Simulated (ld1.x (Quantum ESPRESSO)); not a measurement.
An all-electron radial function and its pseudo partner (Cu (Z = 29))

Columns: radius, all-electron u(r) and pseudo u(r) of the 3d shell (level -6.14 eV) of copper in the configuration [Ar] 3d10 4s0.5 4p0.5; BLYP, scalar-relativistic, ultrasoft scheme, ld1.x (Quantum ESPRESSO) 7.5.

```csv
r (bohr),all-electron,pseudo
0.160,0.2649,0.0297
0.320,0.7072,0.1982
0.480,0.9330,0.4922
0.640,0.9697,0.7595
0.800,0.9122,0.8662
0.960,0.8223,0.8213
1.120,0.7280,0.7280
1.280,0.6399,0.6399
1.440,0.5613,0.5613
1.600,0.4925,0.4925
1.760,0.4328,0.4328
1.920,0.3809,0.3809
2.080,0.3359,0.3359
2.240,0.2967,0.2967
2.400,0.2625,0.2625
2.560,0.2326,0.2326
2.720,0.2064,0.2064
2.880,0.1833,0.1833
3.040,0.1630,0.1630
3.200,0.1451,0.1451
3.360,0.1293,0.1293
3.520,0.1153,0.1153
3.680,0.1029,0.1029
3.840,0.0919,0.0919
4.000,0.0821,0.0821
4.160,0.0734,0.0734
```

Question: How many radial nodes do the two functions have?

Answer: The all-electron 3d function has n − l − 1 = 0; the pseudo-wave has 0.

Question: At about which radius was the pseudo-wave matched?

Answer: 1.10 bohr, where the columns begin to agree (steps of 0.16 bohr).

Question: Is the pseudo-wave norm-conserving?

Answer: No, it belongs to an ultrasoft set: the norm inside the radius is not constrained, and the difference is carried by the augmentation charge.
